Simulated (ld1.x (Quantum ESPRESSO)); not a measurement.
Tl, TM: configuration errors across variants

ld1.x (Quantum ESPRESSO) 7.5 input, shortened:

```
&input
   title='Tl', zed=81., rel=1, dft='PZ', iswitch=3,
   config='[Xe] 4f14 5d10 6s2 6p0'
 /
 &inputp
   pseudotype=2, tm=.true., lloc=1,
   nlcc=.false.
 /
2
6S  1  0   2.00   0.00  1.55  1.55  0.0
6P  2  1   0.00   0.00  2.95  2.95  0.0
 &test
   configts(1)='6s2 6p0'
 /
```

All-electron excitation energies from the reference (eV): (1) 6s2 6p1 -5.409; (2) 6s1 6p0 21.199; (3) 6s2 6p0.5 -3.440; (4) 6s0 6p3 9.987; (5) 6s1 6p2 2.074; (6) 6s2 6p1.3 -5.961; (7) 6s1 6p1 8.378; (8) 6s2 6p1 spin -5.523; (9) 6s1 6p0 spin 21.015.

Spin tests fill each open shell by Hund’s rule, majority spin first.

Tests that are not counted but printed errors over 1 eV. “all radii scaled by about 0.80 (s 1.24, p 2.38 bohr)”: 6s1 6p0 (spin-polarised) (pseudo-atom not self-consistent, printed error +1.1 eV).

5 further variants failed, have other tests or another functional or relativity, and are left out.

A true bound ghost makes a file unfit for plane-wave use even where its test errors are small: the radial tests pick states by their node count and pass the ghost by.

Errors AE − PS in meV (a dash: test not solved or not reliable):

| change | (1) | (2) | (3) | (4) | (5) | (6) | (7) | (8) | (9) | bound ghosts |
| --- | --- | --- | --- | --- | --- | --- | --- | --- | --- | --- |
| base | +47 | +95 | +17 | +292 | +114 | +65 | +40 | +70 | +474 | none |
| local potential all-electron potential smoothed inside 2.80 bohr (lloc = -1) | +47 | +95 | +17 | +292 | +114 | +65 | +40 | +70 | +475 | d |
| all radii scaled by about 0.80 (s 1.24, p 2.38 bohr) | +50 | +73 | +18 | +414 | +120 | +68 | +36 | +74 | – | none |
| core correction a·sin(br)/r model core inside 1.14 bohr | -23 | -221 | -7.6 | -145 | -27 | -30 | -55 | -24 | -233 | none |
| wave 6p (bound): rc 2.95 bohr becomes 6p (bound): rc 2.92 bohr | +47 | +95 | +17 | +292 | +114 | +65 | +40 | +70 | +474 | none |

Q: Give the same row for: wave 6p (bound): rc 2.95 bohr becomes 6p (bound): rc 3.86 bohr.

A: +47, +112, +16, +328, +121, +65, +58, +68, +493; bound ghosts: none.
